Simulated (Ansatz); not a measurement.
`[SnH3][C]1=[CH][AlH]1` + HCl → `Cl[C]1=[CH][AlH]1` + `[SnH4]` at 600 K and 1 bar (substitution at a C–Sn bond).

Computed with Ansatz on PBE0-D4/def2-TZVP structures; ΔE is electronic, products minus reactants. CCSD(T)/CBS is the MP2 limit (def2-TZVPP, def2-QZVPP) plus CCSD(T) − MP2 in def2-TZVPP, frozen cores. This one scheme is used for every species. Elements past krypton have def2 core potentials. For Sn outer-core shells are correlated without core-valence functions, which leaves a few kJ/mol of doubt a bond.

```tsv
species	CCSD(T)/CBS energy (Eh)	H − E (kJ/mol)	S (J/(mol·K))
`[SnH3][C]1=[CH][AlH]1`	-535.04443	183.0	440.0
HCl	-460.38127	35.4	207.2
`Cl[C]1=[CH][AlH]1`	-779.01931	114.6	356.9
`[SnH4]`	-216.39156	98.5	271.3
```

H − E and S are ideal-gas, rigid-rotor, harmonic terms from PBE0-D4/def2-TZVP. 1 Eh = 2625.50 kJ/mol, R = 8.31446 J/(mol·K).

Q: By hand: ΔE, ΔH, ΔS and ΔG.

A: ΔE = (-779.01931) + (-216.39156) − (-535.04443) − (-460.38127) = 0.01483 Eh = 38.9 kJ/mol. Δ(H − E) = 114.6 + 98.5 − 183.0 − 35.4 = -5.3, so ΔH = 33.6 kJ/mol. ΔS = 356.9 + 271.3 − 440.0 − 207.2 = -19.0 J/(mol·K). ΔG = 33.6 − 600 × (-19.0)/1000 = 45.0 kJ/mol.

Q: By hand: the equilibrium constant, and the temperature at which ΔG would vanish if ΔH and ΔS stayed fixed.

A: log₁₀ K = −ΔG/(RT ln 10) = -3.9. ΔH and −TΔS have one sign here, so there is no such temperature.

TΔS isn't small against ΔH here. A doubt of 5 kJ/mol in ΔE shifts log₁₀ K by 0.4 here. These are equilibria of isolated gas molecules and say nothing of rates. Largest T1 diagnostic: 0.014 (customary marks: 0.02 for closed shells, 0.045 for open ones).
